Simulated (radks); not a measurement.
The numbers below are computed, except where a source is named.
Numerical settings for neutral osmium, [Xe] 4f14 5d6 6s2. Level of theory: Dirac Kohn-Sham, BLYP, spin-unpolarised, spherical densities, point nucleus; open shells fill j = l - 1/2 first (a radial shooting solver on a logarithmic mesh with Libxc functionals). The defaults (mesh step 0.008 in ln r, mesh end at 40 bohr or more with all orbitals vanishing there, Anderson mixing 0.5 over 9 steps, residual threshold near 1e-9 with the energy settled to 1e-9 hartree or 1e-11 of itself, here a cap of 66 iterations) give E = -17282.825 hartree and 5d5/2 at -5.525 eV in 15 iterations. Run on one thread of a shared host, so times are rough (Arm Neoverse N1): 0.25 s of CPU time, 0.25 s wall, 15 iterations on 2728 mesh points. Changes against that run (0 stands for a change within the tolerance of the run):

| setting | iterations | converged | E (mhartree) | e(5d5/2) (meV) | CPU (s) |
|---|---|---|---|---|---|
| mesh step in ln r 0.012 | 15 | yes | 0 | 0 | 0.18 |
| mesh step in ln r 0.005 | 15 | yes | 0 | 0 | 0.39 |
| mesh step in ln r 0.02 | 15 | yes | +0.000621 | 0 | 0.12 |
| mesh end (bohr) 400 | 15 | yes | 0 | 0 | 0.25 |
| mesh end (bohr) 12 | 15 | yes | +0.0165 | +1.78 | 0.24 |
| residual threshold 1e-13 | 20 | yes | 0 | 0 | 0.29 |
| residual threshold 0.1 | 10 | yes | 0 | +0.838 | 0.2 |
| mixing 2.5 | 23 | yes | 0 | 0 | 0.38 |
| linear mixing, mixing 0.2 | 66 | no | 0 | 0 | 0.74 |
| linear mixing, mixing 0.8 | 66 | no | +2.83e+05 | +2.46e+03 | 2.5 |
| mixing history 20 | 20 | yes | 0 | 0 | 0.3 |
| iteration cap 2 | 2 | no | +983 | -9.51e+03 | 0.05 |

No run marked as converged misses the energy by more than 1 mhartree. A mesh that ends early acts as a hard wall.
